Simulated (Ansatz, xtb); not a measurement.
ClH7SSi3: which of two isomers lies lower

Structure I is `[SiH3][Si@@H](S)[SiH2]Cl`, a singlet and structure II is `[SiH3][Si]([SiH3])(S)Cl`, a singlet. Both are isolated molecules in the gas phase, relaxed with PBE0-D3(BJ)/def2-SVP; the shapes shown needn't be the lowest conformers.

I (Å):

```xyz
12

Cl    2.7406   -2.7741   -0.4916
S     2.9420    2.6491   -0.7939
Si    0.4612    0.3831   -2.1392
Si    2.7118    0.6323   -1.5384
Si    3.1731   -0.8582    0.2011
H     0.0663    1.4222   -3.1369
H    -0.3822    0.5202   -0.9138
H     0.2726   -0.9771   -2.7255
H     3.6073    0.3618   -2.7067
H     4.2563    2.5282   -0.4999
H     2.2946   -0.5684    1.3710
H     4.5995   -0.8212    0.6407
```

II (Å):

```csv
atom,x (Å),y (Å),z (Å)
Cl,-0.7179,0.8407,-1.2443
S,1.9583,1.2531,0.9959
Si,-0.4784,-1.4386,1.4673
Si,0.7115,-0.1334,-0.0658
Si,2.1304,-1.2965,-1.5191
H,0.4768,-2.2573,2.2742
H,-1.2345,-0.5225,2.3757
H,-1.4351,-2.3391,0.7565
H,2.8500,-0.3231,-2.3933
H,1.3022,-2.2134,-2.3583
H,3.1166,-2.0952,-0.7300
H,1.0098,1.6215,1.8868
```

Quicker runs give these differences E(II) − E(I): GFN2-xTB +0.148 eV; HF/STO-3G −0.101 eV (at GFN2-xTB geometries); r2SCAN-D4/def2-SVP −0.153 eV (at GFN2-xTB geometries).

**Question.** Estimate which is lower in electronic energy at CCSD(T)/def2-SVP + ΔMP2/def2-TZVPP, and by roughly how much.

**Answer.** Too close to call at this level: CCSD(T)/def2-SVP + ΔMP2/def2-TZVPP gives E(II) − E(I) = −0.080 eV.

Level by level:

```tsv
level	geometry	E(II) − E(I) (eV)	departure from the last row (eV)	job, with rough time for the two
GFN2-xTB	GFN2-xTB	+0.148	+0.227	optimisation, 0.36 s
HF/STO-3G	GFN2-xTB	−0.101	−0.022	single point, 0.56 s
r2SCAN-D4/def2-SVP	GFN2-xTB	−0.153	−0.073	single point, 4.1 s
PBE0-D3(BJ)/def2-SVP	PBE0-D3(BJ)/def2-SVP	−0.093	−0.013	optimisation, 61 s
HF/def2-SVP	PBE0-D3(BJ)/def2-SVP	−0.021	+0.059	part of the CCSD(T) run
MP2/def2-SVP	PBE0-D3(BJ)/def2-SVP	−0.088	−0.008	part of the CCSD(T) run
CCSD(T)/def2-SVP	PBE0-D3(BJ)/def2-SVP	−0.081	−0.001	single point
CCSD(T)/def2-SVP + ΔMP2/def2-TZVPP	PBE0-D3(BJ)/def2-SVP	−0.080		single point, 37 s
```

As drawn, both hold the same kinds of bond in the same numbers.

GFN2-xTB puts the two in the other order. HF/def2-SVP finds them nearly level. The largest departure from CCSD(T)/def2-SVP + ΔMP2/def2-TZVPP is that of GFN2-xTB, 0.227 eV. The last row adds to CCSD(T) the change of the MP2 difference between the two basis sets, here +0.001 eV.

With thermal terms from frequencies at re-optimised GFN2-xTB minima (ideal gas, soft modes damped towards free rotors, one conformer each, 298.15 K, 1 atm): on the last row, ΔE + ΔZPE = −0.094, ΔH = −0.080, ΔG = −0.112 eV.

The correlated steps freeze 25 core orbitals. Mirror images aren't counted in ΔG. Run with Ansatz 0.2.0, xtb 6.7.1; the last row on 2 threads of Intel(R) Xeon(R) 6975P-C (Granite Rapids) on a shared host.
